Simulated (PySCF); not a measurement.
# Identify the compound

Molecular formula: C2H8O2Si3. Simulated spectra:

1H NMR (400 MHz, computed): δ 5.60 (m, 1H), 5.23 (s, 3H), 4.38 (m, 1H), 4.13 (m, 1H), 2.24 (br s, 1H), 1.92 (m, 1H).

13C{1H} NMR (computed): δ 106.4 (CH), 83.5 (C).

All values are calculated (PySCF): geometry: GFN2-xTB, shieldings: GIAO PBE0/pcSseg-1. Non-relativistic Hamiltonian, no solvent, averaged over atoms made equivalent by symmetry, fast rotation or ring inversion, one conformer.

References, each an isolated molecule treated in the same way: 1H (σref 31.72), 13C (σref 186.93) against TMS.

What is the structure?

Results:


- The formula gives 2 degrees of unsaturation (no ring in the answer).
- 2 carbon signals for 2 carbons: no two carbons are equivalent.
- Carbon types of the structure: 1 × C, 1 × CH, leaving 7 H on heteroatoms.
- δC 106.4: terminal alkyne carbon.
- δC 83.5: alkyne carbon; sp carbons lie upfield of alkene carbons because the cylindrical π system leaves one tensor component strongly shielded.
- δH 5.60: hydrogen on a silicon bonded to 2 O, Si.
- δH 5.23: hydrogen on a silicon bonded to O.
- δH 4.38, 4.13: hydrogen on a silicon bonded to C, Si.
- δH 2.24: hydrogen on an oxygen bonded to Si; labile proton, position sensitive to the medium.
- δH 1.92: hydrogen on a terminal alkyne carbon; it lies on the axis of the triple bond, in its shielding cone.

Structure: `C#C[SiH2][Si@@H](O)O[SiH3]`.

The data come from this structure; uniqueness wasn't tested.

OH and NH positions are those of a molecule without intermolecular hydrogen bonds; in solution they move with solvent, concentration and temperature, and exchange usually removes their couplings. Shifts are as computed. Against solution values, carbons near 30 ppm lie about +3 ppm off and those near 130 ppm about +5 ppm. Of 1211 compounds with measured shifts, 218 miss one by over three times the rms of a fit or turn the order of signals round; such compounds aren't used in these exercises. Multiplicities follow the n + 1 count of equivalent neighbours, as no J values were calculated; m marks all less simple cases, F and P coupling included.
